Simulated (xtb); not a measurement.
GeS (SMILES [S]=[Ge]), singlet, at a GFN2-xTB geometry, atoms displaced at random by about 0.1 Å a coordinate; GFN1-xTB (xtb 6.7.1).

xtb was given this input:
```
$ xtb mol.xyz --gfn 1 --opt sloppy --json

# file mol.xyz
2

Ge    -0.11279899     0.18843442    -0.78271462
S      0.09249729     0.10250564     1.33804572
```

The log (banner, timings and long lists left out):

```
   ID    Z sym.   atoms
    1   32 Ge     1
    2   16 S      2

           -------------------------------------------------
          |                Calculation Setup                |
           -------------------------------------------------

           -------------------------------------------------
          |                 G F N 1 - x T B                 |
           -------------------------------------------------

          ...................................................
          :                      SETUP                      :
          :.................................................:
          :  # basis functions                  20          :
          :  # atomic orbitals                  18          :
          :  # shells                            6          :
          :  # electrons                        10          :
          :  # halogen bonds                     0          :
          :  max. iterations                   250          :
          :  Hamiltonian                  GFN1-xTB          :
          :  restarted?                      false          :
          :  GBSA solvation                  false          :
          :  PC potential                    false          :
          :  electronic temp.          300.0000000     K    :
          :  accuracy                    1.0000000          :
          :  -> integral cutoff          0.2500000E+02      :
          :  -> integral neglect         0.1000000E-07      :
          :  -> SCF convergence          0.1000000E-05 Eh   :
          :  -> wf. convergence          0.2000000E-04 e    :
          :  Broyden damping             0.4000000          :
          :  net charge                          0          :
          :  unpaired electrons                  0          :
          ...................................................

 iter      E             dE          RMSdq      gap      omega  full diag
   1     -5.3017344 -0.530173E+01  0.433E+00    2.62       0.0  T
   2     -5.2927440  0.899031E-02  0.738E+00    2.94       1.0  T
   3     -5.3540613 -0.613172E-01  0.401E+00    2.84       1.0  T
   4     -5.3701056 -0.160444E-01  0.105E+00    2.63       1.0  T
   5     -5.3647451  0.536053E-02  0.220E+00    2.75       1.0  T
   6     -5.3721395 -0.739439E-02  0.191E-01    2.66       1.0  T
   7     -5.3721926 -0.530781E-04  0.666E-03    2.67      10.6  T
   8     -5.3721925  0.643683E-07  0.933E-03    2.67       7.6  T
   9     -5.3721927 -0.135920E-06  0.224E-05    2.67    3158.2  T
  10     -5.3721927  0.148859E-11  0.336E-05    2.67    2107.6  T

   *** convergence criteria satisfied after 10 iterations ***

         :::::::::::::::::::::::::::::::::::::::::::::::::::::
         ::                     SUMMARY                     ::
         :::::::::::::::::::::::::::::::::::::::::::::::::::::
         :: total energy              -5.361878213147 Eh    ::
         :: gradient norm              0.076043119288 Eh/a0 ::
         :: HOMO-LUMO gap              2.668366584373 eV    ::
         ::.................................................::
         :: SCC energy                -5.372192663501 Eh    ::
         :: -> electrostatic           0.012485694603 Eh    ::
         :: repulsion energy           0.010778306555 Eh    ::
         :: dispersion energy         -0.000463856202 Eh    ::
         :: halogen bond corr.         0.000000000000 Eh    ::
         :: add. restraining           0.000000000000 Eh    ::
         :: total charge              -0.000000000000 e     ::
         :::::::::::::::::::::::::::::::::::::::::::::::::::::

      -----------------------------------------------------------
     |                   =====================                   |
     |                        A N C O P T                        |
     |                   =====================                   |
     |               Approximate Normal Coordinate               |
     |                Rational Function Optimizer                |
      -----------------------------------------------------------
      -----------------------------------------------------------
     |                   =====================                   |
     |                        A N C O P T                        |
     |                   =====================                   |
     |               Approximate Normal Coordinate               |
     |                Rational Function Optimizer                |
      -----------------------------------------------------------

          ...................................................
          :                      SETUP                      :
          :.................................................:
          :   optimization level            sloppy          :
          :   max. optcycles                   200          :
          :   ANC micro-cycles                  20          :
          :   degrees of freedom                 1          :
          :.................................................:
          :   RF solver                   davidson          :
          :   write xtbopt.log                true          :
          :   linear (good luck)              true          :
          :   energy convergence         0.1000000E-03 Eh   :
          :   grad. convergence          0.6000000E-02 Eh/α :
          :   maxmium RF displ.          1.0000000          :
          :   Hlow (freq-cutoff)         0.1000000E-01      :
          :   Hmax (freq-cutoff)         5.0000000          :
          :   S6 in model hess.         20.0000000          :
          ...................................................

generating ANC from exact Hessian ...
Using Lindh-Hessian (1995)
 Shifting diagonal of input Hessian by    0.0000000000000000
 Lowest  eigenvalues of input Hessian
    0.000000    0.000000    0.000000    0.000000    0.000000    0.216592
 Highest eigenvalues
    0.000000    0.000000    0.000000    0.000000    0.000000    0.216592

[...]
 * total energy  :    -5.3618782 Eh     change       -0.1678657E-11 Eh
 * total energy  :    -5.3547339 Eh     change        0.7144344E-02 Eh
 * total energy  :    -5.3674547 Eh     change       -0.1272080E-01 Eh
 * total energy  :    -5.3679896 Eh     change       -0.5349011E-03 Eh
 * total energy  :    -5.3680629 Eh     change       -0.7337710E-04 Eh
   *** GEOMETRY OPTIMIZATION CONVERGED AFTER 5 ITERATIONS ***
[...]

 selected bond angles (degree)
 --------------------

 selected dihedral angles (degree)
 ---------------------------------

           -------------------------------------------------
          |                Final Singlepoint                |
           -------------------------------------------------

          ...................................................
          :                      SETUP                      :
          :.................................................:
          :  # basis functions                  20          :
          :  # atomic orbitals                  18          :
          :  # shells                            6          :
          :  # electrons                        10          :
          :  # halogen bonds                     0          :
          :  max. iterations                   250          :
          :  Hamiltonian                  GFN1-xTB          :
          :  restarted?                      false          :
          :  GBSA solvation                  false          :
          :  PC potential                    false          :
          :  electronic temp.          300.0000000     K    :
          :  accuracy                    1.0000000          :
          :  -> integral cutoff          0.2500000E+02      :
          :  -> integral neglect         0.1000000E-07      :
          :  -> SCF convergence          0.1000000E-05 Eh   :
          :  -> wf. convergence          0.2000000E-04 e    :
          :  Broyden damping             0.4000000          :
          :  net charge                          0          :
          :  unpaired electrons                  0          :
          ...................................................

 iter      E             dE          RMSdq      gap      omega  full diag
   1     -5.3910701 -0.539107E+01  0.326E-07    2.83       0.0  T
   2     -5.3910701  0.621725E-14  0.255E-07    2.83  100000.0  T
   3     -5.3910701 -0.976996E-14  0.106E-07    2.83  100000.0  T

   *** convergence criteria satisfied after 3 iterations ***

         :::::::::::::::::::::::::::::::::::::::::::::::::::::
         ::                     SUMMARY                     ::
         :::::::::::::::::::::::::::::::::::::::::::::::::::::
         :: total energy              -5.368062949062 Eh    ::
         :: gradient norm              0.001043665455 Eh/a0 ::
         :: HOMO-LUMO gap              2.830425700154 eV    ::
         ::.................................................::
         :: SCC energy                -5.391070124611 Eh    ::
         :: -> electrostatic           0.009959200930 Eh    ::
         :: repulsion energy           0.023471239694 Eh    ::
         :: dispersion energy         -0.000464064145 Eh    ::
         :: halogen bond corr.         0.000000000000 Eh    ::
         :: add. restraining           0.000000000000 Eh    ::
         :: total charge              -0.000000000000 e     ::
         :::::::::::::::::::::::::::::::::::::::::::::::::::::

           -------------------------------------------------
          |                Property Printout                |
           -------------------------------------------------

    * Orbital Energies and Occupations

         #    Occupation            Energy/Eh            Energy/eV
      -------------------------------------------------------------
         1        2.0000           -0.7933749             -21.5888
         2        2.0000           -0.4947382             -13.4625
         3        2.0000           -0.3949815             -10.7480
         4        2.0000           -0.3949815             -10.7480
         5        2.0000           -0.3708105             -10.0903 (HOMO)
         6                         -0.2667943              -7.2598 (LUMO)
         7                         -0.2667943              -7.2598
         8                         -0.1037602              -2.8235
         9                         -0.1037602              -2.8235
        10                         -0.0676158              -1.8399
        11                         -0.0193372              -0.5262
        12                         -0.0193372              -0.5262
        13                          0.0305933               0.8325
        14                          0.0305933               0.8325
        15                          0.0363336               0.9887
        16                          0.0576363               1.5684
       ...                                ...                  ...
        18                          0.3250190               8.8442
      -------------------------------------------------------------
                  HL-Gap            0.1040162 Eh            2.8304 eV
             Fermi-level           -0.3188024 Eh           -8.6751 eV

  Mulliken/CM5 charges         n(s)   n(p)   n(d)
     1Ge    0.25443  0.25581   1.797  1.668  0.281
     2S    -0.25443 -0.25581   1.946  4.312 -0.003

Wiberg/Mayer (AO) data.
largest (>0.10) Wiberg bond orders for each atom

 ---------------------------------------------------------------------------
     #   Z sym  total        # sym  WBO       # sym  WBO       # sym  WBO
 ---------------------------------------------------------------------------
     1  32 Ge   2.479 --     2 S    2.479
     2  16 S    2.479 --     1 Ge   2.479
 ---------------------------------------------------------------------------

Topologies differ in total number of bonds
Writing topology from bond orders to xtbtopo.mol

 dipole moment from electron density (au)
     X       Y       Z
  -0.1176   0.0492  -1.2151  total (Debye):    3.105

optimized geometry written to: xtbopt.xyz

           -------------------------------------------------
          | TOTAL ENERGY               -5.368062949062 Eh   |
          | GRADIENT NORM               0.001043665455 Eh/α |
          | HOMO-LUMO GAP               2.830425700154 eV   |
           -------------------------------------------------
```
